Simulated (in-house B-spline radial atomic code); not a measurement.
Configurations of the nitrogen ion N⁺, with energies counted from [He] 2s2 2p2. All numbers are computed (scalar-relativistic (X2C) PBE0, spin-polarised, spherical fractional occupations, exact exchange averaged over the configuration; Fermi nucleus of rms radius 2.5582 fm) with an all-electron radial atomic-structure program (B-spline basis), not measured. Shells without spins written out take the highest spin.

Occupations are held fixed; configurations that lie above the ionisation limit could autoionise.

```
   configuration  E - E(ref) (eV)  highest orbital  its <r> (bohr)
    [He] 2s1 2p3           5.5243            2p up            1.24
[He] 2s2 2p1 3d1           23.455            3d up           4.747
```

Problem. Order these further configurations by energy, lowest first.
A. [He] 2s2 2p1 3s1
B. [He] 2s1 2p2 3s1
C. [He] 2s1 2p2 3d1

Solution. A (18.723 eV), B (24.996 eV), C (29.759 eV).
